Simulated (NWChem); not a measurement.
System: CH2N, doublet; SMILES C=[N]

The following NWChem deck was run.

```
start job
memory heap 200 mb stack 900 mb global 1100 mb
geometry units angstroms noautoz
  C      0.000000     0.000000     0.506645
  N      0.000000     0.000000    -0.735682
  H      0.000000    -0.943460     1.089083
  H      0.000000     0.943460     1.089083
end
basis spherical
  * library def2-tzvp
end
dft
  odft
  mult 2
  xc r2scan
  iterations 200
  convergence nolevelshifting
end
task dft gradient
```

NWChem printed, in part:

```
             Northwest Computational Chemistry Package (NWChem) 7.3.0
             --------------------------------------------------------

 C2V symmetry detected

                             Geometry "geometry" -> ""
                             -------------------------

 Output coordinates in angstroms (scale by  1.889725989 to convert to a.u.)

  No.       Tag          Charge          X              Y              Z
 ---- ---------------- ---------- -------------- -------------- --------------
    1 C                    6.0000     0.00000000     0.00000000     0.50209420
    2 N                    7.0000     0.00000000     0.00000000    -0.74023280
    3 H                    1.0000     0.00000000    -0.94346000     1.08453220
    4 H                    1.0000     0.00000000     0.94346000     1.08453220

 Effective nuclear repulsion energy (a.u.)      27.5042878022

      Symmetry information
      --------------------

 Group name             C2v
 Group number             16
 Group order               4
 No. of unique centers     3

                                 NWChem DFT Module
                                 -----------------

 Summary of "ao basis" -> "ao basis" (spherical)
 ------------------------------------------------------------------------------
       Tag                 Description            Shells   Functions and Types
 ---------------- ------------------------------  ------  ---------------------
 C                         def2-tzvp                11       31   5s3p2d1f
 N                         def2-tzvp                11       31   5s3p2d1f
 H                         def2-tzvp                 4        6   3s1p

      Symmetry analysis of basis
      --------------------------

        a1         33
        a2          7
        b1         15
        b2         19

            General Information
            -------------------
          SCF calculation type: DFT
          Wavefunction type:  spin polarized.
          No. of atoms     :     4
          No. of electrons :    15
           Alpha electrons :     8
            Beta electrons :     7
          Charge           :     0
          Spin multiplicity:     2
          Use of symmetry is: on ; symmetry adaption is: on
          Maximum number of iterations: 200
          AO basis - number of functions:    74
                     number of shells:    30
          Convergence on energy requested:  1.00D-06
          Convergence on density requested:  1.00D-05
          Convergence on gradient requested:  5.00D-04

              XC Information
              --------------
                      r^2SCAN Method XC Functional
               r^2SCAN metaGGA Exchange Functional  1.000
                     r^2SCAN Correlation Potential  1.000

             Grid Information
             ----------------
          Grid used for XC integration:  medium
          Radial quadrature: Mura-Knowles
          Angular quadrature: Lebedev.
          Tag              B.-S. Rad. Rad. Pts. Rad. Cut. Ang. Pts.
          ---              ---------- --------- --------- ---------
          C                   0.70       49           7.0       434
          N                   0.65       49           8.0       434
          H                   0.35       45           8.0       434
          Grid pruning is: on
          Number of quadrature shells:   143
          Spatial weights used:  Erf1

      Superposition of Atomic Density Guess
      -------------------------------------

 Sum of atomic energies:         -92.98249842

      Non-variational initial energy
      ------------------------------

 Total energy =     -93.620282
 1-e energy   =    -179.152470
 2-e energy   =      58.027900
 HOMO         =      -0.212934
 LUMO         =      -0.002885

   Symmetry analysis of molecular orbitals - initial alpha
   -------------------------------------------------------

  Numbering of irreducible representations:

     1 a1          2 a2          3 b1          4 b2

  Orbital symmetries:

     1 a1          2 a1          3 a1          4 a1          5 b2
     6 a1          7 b1          8 b2          9 b1         10 a1
    11 a1         12 b2         13 a1         14 b1         15 b2
    16 a1         17 b1         18 b2

   Symmetry analysis of molecular orbitals - initial beta
   ------------------------------------------------------

  Numbering of irreducible representations:

     1 a1          2 a2          3 b1          4 b2

  Orbital symmetries:

     1 a1          2 a1          3 a1          4 a1          5 b2
     6 a1          7 b1          8 b2          9 b1         10 a1
    11 a1         12 b2         13 a1         14 b1         15 b2
    16 a1         17 b1         18 b2

[...]

                         DFT ENERGY GRADIENTS

    atom               coordinates                        gradient
                 x          y          z           x          y          z
   1 C       0.000000   0.000000   0.948820    0.000000   0.000000  -0.000606
   2 N       0.000000   0.000000  -1.398837    0.000000   0.000000  -0.005405
   3 H       0.000000  -1.782881   2.049469    0.000000  -0.004444   0.003006
   4 H       0.000000   1.782881   2.049469    0.000000   0.004444   0.003006
```

Level: r2SCAN/def2-TZVP, spin-unrestricted. In the optimisation the excess spin sits in b2 (C2v, its own frame). Coordinates come from a PBE0/def2-SVP, spin-unrestricted optimisation. No stability test was run on the SCF state.
